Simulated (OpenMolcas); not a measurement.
Re5+ (d2) among equal point charges was computed by CASSCF with the d shell active (OpenMolcas, ANO-RCC-VDZP on the metal). Its lowest spin-free states, and all those of the highest spin:

| 2S+1 | Degeneracy | E (cm-1) |
| --- | --- | --- |
| 3 | 3 | 0.0 |
| 3 | 3 | 3367 |
| 3 | 1 | 7381 |
| 1 | 3 | 12395 |
| 1 | 2 | 13092 |
| 3 | 3 | 15728 |
| 1 | 3 | 19179 |
| 1 | 3 | 20860 |
| 1 | 1 | 21007 |
| 1 | 2 | 22612 |
| 1 | 1 | 47010 |

**Question.** Is the site octahedral, tetrahedral or cube-like, axial, or of lower symmetry?

**Answer.** The states with 2S+1 = 3 have orbital degeneracies 3, 3, 1, 3. Threefold states need a cubic site. For d2 at this spin an octahedron puts the threefold T1 below the threefold T2 and a tetrahedron or cube puts the single A2 below the threefold T2, so the site is octahedral. The run had Re5+ among 6 point charges of -0.98 e arranged as an octahedron (Oh), 2.14 Å from the ion.

Spin-orbit coupling mixes the spin-free states strongly: the lowest level takes only 66 % from its leading state, 3T1. Without dynamic correlation the repulsion within the d shell is too large (B by tens of per cent), so at a given field states of lower spin stand too high. This field is weak: 10Dq is about 4065 cm-1, while octahedral complexes of 5d ions of charge 3 and more, computed by the same method with explicit ligands, had a median near 35000 cm-1. Ground spin and moment need not be those of a real site. This is an electrostatic model: the charges have no orbitals. No measured value stands beside these numbers.
